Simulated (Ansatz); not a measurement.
One change: `O[SiH](Cl)[GeH3]` becomes `O[SiH]([SiH3])[GeH3]`.

Ansatz, PBE0-D4/def2-TZVP geometries, multiplicity 1. Each molecule was computed in one conformer, which needn't be the lowest.

Scalar relativity is left out up to krypton.

| property | `O[SiH](Cl)[GeH3]` |
| --- | --- |
| LUMO energy (PBE0/def2-TZVPP) / eV | -0.30 |
| size of the dipole moment (ωB97M-V/def2-TZVPP) / D | 1.38 |
| HOMO–LUMO gap (ωB97M-V/def2-TZVPP) / eV | 11.44 |
| HOMO energy (PBE0/def2-TZVPP) / eV | -7.97 |
| HOMO energy (PBE/def2-TZVPP) / eV | -6.78 |
| LUMO energy (PBE/def2-TZVPP) / eV | -1.13 |

Q: Give the same properties after the change, and the shifts. (Best estimate.)

A: Ansatz gave: 
```tsv
property	`O[SiH]([SiH3])[GeH3]`	shift
LUMO energy (PBE0/def2-TZVPP) / eV	-0.70	-0.40
size of the dipole moment (ωB97M-V/def2-TZVPP) / D	1.14	-0.24
HOMO–LUMO gap (ωB97M-V/def2-TZVPP) / eV	10.58	-0.86
HOMO energy (PBE0/def2-TZVPP) / eV	-7.58	0.39
HOMO energy (PBE/def2-TZVPP) / eV	-6.47	0.31
LUMO energy (PBE/def2-TZVPP) / eV	-1.53	-0.40
```

With PBE0 the HOMO rises by 0.39 eV and the LUMO falls by 0.40 eV, so the gap narrows by about 0.79 eV. PBE moves the HOMO by 0.31 eV and ωB97M-V by 0.46 eV. Dipoles are sizes alone; their direction can turn.
